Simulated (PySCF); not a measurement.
# Core binding energy against partial charge

Species: C₅H₈BFO₂.
Atom-mapped SMILES: `[CH2:1]=[CH:2][C@@H:3]1[CH2:4][O:5][BH:6][O:7][C@@H:8]1[F:9]`

Binding energies: PySCF, delta-SCF UKS SCAN, pcX-2 on the ionised atom, pcseg-1 elsewhere, spin-free X2C. Charges: PBE0/pcSseg-1 ground-state density, for the ionised atom.

```
atom                 environment  C 1s (eV)  Mulliken (e)  IAO (e)  Hirshfeld (e)  ESP (e)
  C1        terminal =CH2 carbon     290.63        -0.141   -0.302         -0.092   -0.351
  C2            alkene CH carbon     291.01        -0.158   -0.142         -0.039   -0.310
  C3              allylic carbon     291.44        -0.445   -0.163         -0.048   -0.138
  C4  sp3 carbon bound to oxygen     292.58        +0.175   -0.053         +0.009   +0.357
  C8              sp3 C–F carbon     294.72        +0.520   +0.355         +0.133   +0.514
```

Give the correlation coefficient and slope of binding energy on charge for each scheme.

Hirshfeld: r = 0.99, slope 18.8 eV per e; IAO: r = 0.98, slope 6.5 eV per e; ESP: r = 0.94, slope 3.9 eV per e; Mulliken: r = 0.87, slope 3.9 eV per e. On 5 points no scheme stands out.

The point-charge model writes a binding energy as kq + V + constant, with V the potential of the other atoms' charges at the site. What does it give with the Hirshfeld charges?

V = Σ 14.40 eV Å × q/r over all other atoms: +1.35 eV at C1, +0.39 eV at C2, +0.94 eV at C3, -0.14 eV at C4, -1.82 eV at C8. Fitting binding energy − V to q gives k = 33.0 eV per e and leaves an rms residual of 0.18 eV, against 0.25 eV for the fit on q alone. The model has no term for differences in relaxation between sites.

One conformer (not necessarily the lowest) at the PBE0-D3(BJ)/def2-SVP geometry, without solvent, vibrations or thermal averaging.
